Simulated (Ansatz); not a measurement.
Basis sets compared for (Br2In-mu-Cl)2 (In₂Br₄Cl₂). The state is a singlet with charge 0. Geometry r2SCAN-D4/def2-SVP. Ansatz on 2 threads of AMD EPYC 7R13 on a shared host and a share (18 GiB) of an NVIDIA H100 80GB HBM3; times are rough, and most runs start from earlier orbitals.

```tsv
atom	x (Å)	y (Å)	z (Å)
In1	-1.573	0.236	-0.922
Br2	-2.708	2.397	-0.630
Br3	-2.307	-1.653	-2.313
Cl4	0.897	0.661	-1.361
In5	1.573	-0.235	0.922
Br6	2.326	1.645	2.316
Br7	2.690	-2.404	0.621
Cl8	-0.898	-0.647	1.367
```

In the def2 sets In takes a core potential; there is no spin–orbit coupling.

Binding counts from free atoms (In doublet, Br doublet, Cl doublet) in the same basis, without a counterpoise term.

| level | functions | energy (Eh) | HOMO (eV) | LUMO (eV) | binding per atom (eV) | wall time |
| --- | --- | --- | --- | --- | --- | --- |
| PBE-D4/def2-SVP | 216 | -11594.2067 | -7.40 | -3.94 | 2.58 | 5.5 s |
| PBE0-D4/def2-SVP | 216 | -11594.6444 | -8.76 | -3.20 | 2.56 | 14 s |

Question: Estimate the rows for PBE-D4/def2-TZVP (with forces), PBE0-D4/def2-TZVP (with forces).

Answer: 
| level | functions | energy (Eh) | HOMO (eV) | LUMO (eV) | binding per atom (eV) | wall time |
| --- | --- | --- | --- | --- | --- | --- |
| PBE-D4/def2-TZVP (with forces) | 366 | -11595.7890 | -7.54 | -4.04 | 2.57 | 7.5 s |
| PBE0-D4/def2-TZVP (with forces) | 366 | -11596.2205 | -8.85 | -3.25 | 2.55 | 7 s |
